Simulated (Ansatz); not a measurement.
Calculated with Ansatz (gas phase, PBE0-D4/def2-TZVP geometries, no zero-point term in ΔE). CBS: MP2 limit from def2 TZ/QZ plus the TZ coupled-cluster correction, frozen cores. This one scheme is used for every species. DFT in def2-TZVPP. B3LYP here is the variant with VWN-RPA as its local correlation; programs differ in this. HSE06 is defined as in plane-wave codes. For Ga outer-core shells are correlated without core-valence functions, which leaves a few kJ/mol of doubt a bond. Scalar relativity is left out up to krypton. One conformer a species, not always the lowest.

Reaction (ligand exchange at the Si–C bond): `[SiH3][CH2][GaH2]` + `CO[SiH2]S` → `CO[SiH2]S[SiH3]` + `[CH3][GaH2]`

| level | ΔE (kJ/mol) | difference from CCSD(T)/CBS |
| --- | --- | --- |
| LDA (SPW92) | -58.1 | 0.4 |
| PBE-D4 | -61.7 | -3.2 |
| revPBE-D4 | -62.5 | -4.0 |
| r2SCAN-D4 | -61.4 | -2.9 |
| B97M-V | -60.7 | -2.2 |
| PBE0-D4 | -61.8 | -3.3 |
| B3LYP-D4 | -60.7 | -2.2 |
| r2SCAN0-D4 | -61.6 | -3.1 |
| HSE06-D4 | -61.7 | -3.2 |
| BHLYP-D4 | -61.1 | -2.6 |
| CAM-B3LYP-D4 | -57.8 | 0.7 |
| ωB97X-V | -59.4 | -0.9 |
| ωB97M-V | -59.7 | -1.2 |
| B2PLYP | -57.2 | 1.3 |
| PBE-QIDH | -59.7 | -1.2 |
| PBE | -58.1 | 0.4 |
| revPBE | -56.5 | 2.0 |
| r2SCAN | -60.3 | -1.8 |
| PBE0 | -58.5 | 0.0 |
| B3LYP | -55.2 | 3.3 |
| r2SCANh | -60.3 | -1.8 |
| r2SCAN0 | -60.3 | -1.8 |
| HSE06 | -58.5 | 0.0 |
| BHLYP | -56.3 | 2.2 |
| CAM-B3LYP | -54.3 | 4.2 |
| LC-ωPBE | -56.6 | 1.9 |
| RPA@PBE/def2-TZVPP | -51.8 | 6.7 |
| HF/def2-SVP | -52.9 | 5.6 |
| MP2/def2-SVP | -54.6 | 3.9 |
| CCSD/def2-SVP | -51.3 | 7.2 |
| CCSD(T)/def2-SVP | -51.8 | 6.7 |
| MP2/def2-TZVPP | -60.0 | -1.5 |
| SCS-MP2/def2-TZVPP | -57.5 | 1.0 |
| CCSD(T)/def2-TZVPP | -55.6 | 2.9 |
| HF/def2-QZVPP | -55.0 | 3.5 |
| MP2/def2-QZVPP | -61.6 | -3.1 |
| SCS-MP2/def2-QZVPP | -59.2 | -0.7 |
| HF/CBS(def2) | -55.0 | 3.5 |
| MP2/CBS(def2) | -62.9 | -4.4 |
| CCSD/CBS(def2) | -57.2 | 1.3 |
| CCSD(T)/CBS | -58.5 | 0 |

Largest T1 diagnostic among the species: 0.012.

The D4 term adds −5.6 kJ/mol with B3LYP and −3.3 kJ/mol with PBE0; it sums over pairs of atoms, weighted by their polarisabilities, and B3LYP, whose exchange is more repulsive, gets the larger term. Leaving LDA and LC-ωPBE aside and taking each functional with its dispersion term where it has one, the values spread over 5.3 kJ/mol, from revPBE-D4 to B2PLYP.
